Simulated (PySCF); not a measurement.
BF₃H₃P.
SMILES: `[BH3-][P+](F)(F)F`

A linear-response calculation (PySCF, def2-SVPD basis, gas phase, vertical, core orbitals frozen in the response) gave these numbers; the functional is withheld.

Orbital energies (eV): HOMO-3 -13.52, HOMO-2 -10.25, HOMO-1 -9.89, HOMO -9.87, LUMO -0.26, LUMO+1 -0.25, LUMO+2 0.10.

| state | E (eV) | f | main configurations (H = HOMO, L = LUMO) |
| --- | --- | --- | --- |
| S1 | 7.99 | 0.0000 | H→L/L+1 (52%), H-1→L/L+1 (47%) |
| S2 | 8.15 | 0.0028 | H-1→L/L+1 (≥47%), H→L/L+1 (≥30%) |
| S3 | 8.15 | 0.0032 | H→L/L+1 (≥45%), H-1→L/L+1 (≥31%) |
| S4 | 8.78 | 0.030 | H→L+2 (94%) |
| S5 | 8.79 | 0.026 | H-1→L+2 (92%) |
| S6 | 8.82 | 0.093 | H-2→L/L+1 (≥83%) |
| S7 | 8.83 | 0.098 | H-2→L/L+1 (≥81%) |

Triplets, Tamm–Dancoff:

```tsv
state	E (eV)	λ (nm)	main configurations (H = HOMO, L = LUMO)
T1	7.25	170.9	H→L/L+1 (53%), H-1→L/L+1 (44%)
T2	7.43	166.8	H-2→L/L+1 (≥65%), H-1→L/L+1 (≥10%)
T3	7.45	166.5	H-2→L/L+1 (≥68%)
T4	7.62	162.7	H-1→L/L+1 (≥21%), H-2→L/L+1 (≥20%), H→L/L+1 (≥18%)
```

Vertical ionisation energy by ΔSCF with the same functional: 12.36 eV. Mean static polarisability: 43.6 au.

Orbitals of the list HOMO-3 to LUMO+2 that lie within 0.01 eV of each other are written together with a slash and their weights summed (≥ marks a lower bound); for degenerate orbitals outside that list single weights are arbitrary.

**Question.** Which of these was used?
A. wB97X-D
B. PBE
C. PBE0
D. HF

**Answer.** C. PBE0 is a global hybrid with 25% exact exchange. In this run −ε(HOMO) = 9.87 eV differs from the ΔSCF value by -2.49 eV, and S1 differs from the orbital gap of 9.62 eV by -1.63 eV. The ratio −ε(HOMO)/IP is 0.80. Usual ranges for neutral molecules in this basis: 0.7 to 0.83 with PBE0, 0.5 to 0.7 with PBE, 0.89 to 0.99 with wB97X-D; with Hartree–Fock the ratio is 1 or more (Koopmans' value less the relaxation energy is the ΔSCF value).

Method used: TDDFT PBE0/def2-SVPD, vertical, gas phase, core orbitals frozen in the response (PySCF). Geometry: PBE0-D3(BJ)/def2-SVP; no solvent, vibrations or thermal averaging.

Hardware: one thread, Arm Neoverse V1 (aarch64), shared host with 64 logical CPUs at a one-minute load of 21. Cost: 51 s wall, 0.63 GiB resident at most.
